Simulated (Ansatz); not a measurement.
PBE exchange is replaced step by step with exact exchange (0 % is PBE, 25 % PBE0; no dispersion term), basis def2-TZVPD, Ansatz. System: [CuF4]- (CuF4⁻). Total charge -1; singlet. Geometry: r2SCAN-D4/def2-SVPD, each spin state at its own.

Geometry of the singlet:

```
atom    x (Å)    y (Å)    z (Å)
 Cu1   0.0000   0.0000   0.0000
  F2  -1.5898  -0.3154  -0.7176
  F3   0.7579  -0.2043  -1.5893
  F4   1.5898   0.3154   0.7176
  F5  -0.7579   0.2043   1.5893
```

| exact exchange (%) | HOMO (eV) | LUMO (eV) | gap (eV) | triplet − singlet (kJ/mol) |
| --- | --- | --- | --- | --- |
| 5 | -3.09 | -0.76 | 2.33 | 75.4 |
| 10 | -3.50 | -0.60 | 2.90 | 71.8 |
| 15 | -3.91 | -0.43 | 3.48 | 67.7 |
| 25 | -4.75 | -0.09 | 4.66 | 58.1 |
| 35 | -5.59 | 0.29 | 5.88 | 46.6 |
| 50 | -6.87 | 0.93 | 7.80 | 25.6 |

(1) Estimate the row for 0 %.

Answers

(1) 
```
exact exchange (%)  HOMO (eV)  LUMO (eV)  gap (eV)  triplet − singlet (kJ/mol)
                 0      -2.62      -0.91      1.71                        78.5
```
